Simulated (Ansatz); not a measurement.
Basis-set extrapolation for C₂H₉AlSSi (PBE0-D4/def2-TZVP geometry, frozen core, Ansatz). Multiplicity 1, RHF reference.

```tsv
	def2-TZVPP	def2-QZVPP
HF	-1009.394262	-1009.425288
MP2 correlation	-0.744965	-0.797840
CCSD(T) correlation	-0.849856	not run
```

Energies in hartree. Use E(X) = E(∞) + A·exp(−7.88·√X) for Hartree–Fock and E(X) = E(∞) + B·X^(−2.97) for correlation, with X = 3 and 4, and add CCSD(T) minus MP2 of the smaller set to the MP2 limit.

Q: What is the CCSD(T) energy at the basis-set limit?

A: HF limit: -1009.425288 + (-0.031026) × 0.13774 = -1009.42956. MP2 limit: -0.797840 + (-0.052875) × 0.74074 = -0.83701. Higher-order term: -0.849856 − (-0.744965) = -0.10489. Total: -1010.37146 hartree, 334.3 kJ/mol below CCSD(T)/def2-TZVPP.
